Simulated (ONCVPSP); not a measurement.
# Logarithmic derivatives: zirconium (Zr), ONCV

```
Element                 : Zr (Z = 40)
Generator               : ONCVPSP 4.0.1
Type                    : optimised norm-conserving Vanderbilt (ONCV)
Functional              : PBEsol
Relativity              : scalar-relativistic
Frozen core             : [Ar] 3d10
Valence charge          : 12
Reference configuration : 4s2 4p6 4d3 5s1
Partial waves           : 4s+5s: rc 2.30 bohr, ncon 4, nbas 7, qcut 5.1 1/bohr, 2 projectors; 4p: rc 1.90 bohr, ncon 4, nbas 9, qcut 8.7 1/bohr, 2 projectors, debl 3.4 Ha; 4d: rc 2.70 bohr, ncon 4, nbas 8, qcut 5.8 1/bohr, 3 projectors, debl 2.2 Ha
Local potential         : polynomial inside 1.85 bohr (lpopt 5, dvloc0 6 Ha)
Core correction         : Teter function, fcfact 2, rcfact 1.55
```

The phase is arctan(r·R′/R) of the radial function R(r), unwrapped; energies in Ha, scanned from -3 to 5 Ha. A pole is an energy at which the radial function vanishes at the test radius. The pseudo phase is shifted by a multiple of π to meet the all-electron one at the reference energy, and phase errors are pseudo minus all-electron; the curves can meet again beyond the range given. Levels narrower than the energy grid can be missing from the lists of poles.

Q: For each channel, where are the poles, and over which energies does the pseudopotential scatter like the atom?

A:

```
channel  radius (bohr)  reference energy (Ha)  poles, all-electron  poles, pseudo  unbroken range about the reference energy with phases within 0.05 rad  phase error 1 Ha above the reference energy (rad)
      s           2.33                  -0.14          -1.83, 2.56    -1.83, 2.51                                                              below 4.0                                             -0.001
      p           1.93                  -1.12                -0.53          -0.53                                                        the whole range                                             +0.000
      d           2.74                  -0.09           0.23, 2.97     0.23, 2.97                                                        the whole range                                             +0.000
```

Phases in the p channel:

```json
{"E (Ha)": "-2.98", "all-electron": "1.191", "pseudo": "1.192"}
{"E (Ha)": "-2.54", "all-electron": "1.088", "pseudo": "1.089"}
{"E (Ha)": "-2.10", "all-electron": "0.848", "pseudo": "0.849"}
{"E (Ha)": "-1.66", "all-electron": "-0.009", "pseudo": "-0.008"}
{"E (Ha)": "-1.22", "all-electron": "-1.143", "pseudo": "-1.143"}
{"E (Ha)": "-0.78", "all-electron": "-1.478", "pseudo": "-1.478"}
{"E (Ha)": "-0.34", "all-electron": "-1.623", "pseudo": "-1.623"}
{"E (Ha)": "0.10", "all-electron": "-1.725", "pseudo": "-1.725"}
{"E (Ha)": "0.54", "all-electron": "-1.828", "pseudo": "-1.828"}
{"E (Ha)": "0.98", "all-electron": "-1.970", "pseudo": "-1.970"}
{"E (Ha)": "1.42", "all-electron": "-2.234", "pseudo": "-2.234"}
{"E (Ha)": "1.86", "all-electron": "-2.860", "pseudo": "-2.860"}
{"E (Ha)": "2.30", "all-electron": "-3.761", "pseudo": "-3.761"}
{"E (Ha)": "2.74", "all-electron": "-4.207", "pseudo": "-4.207"}
{"E (Ha)": "3.18", "all-electron": "-4.398", "pseudo": "-4.397"}
{"E (Ha)": "3.62", "all-electron": "-4.500", "pseudo": "-4.499"}
{"E (Ha)": "4.06", "all-electron": "-4.564", "pseudo": "-4.564"}
{"E (Ha)": "4.50", "all-electron": "-4.610", "pseudo": "-4.609"}
{"E (Ha)": "4.94", "all-electron": "-4.645", "pseudo": "-4.644"}
```
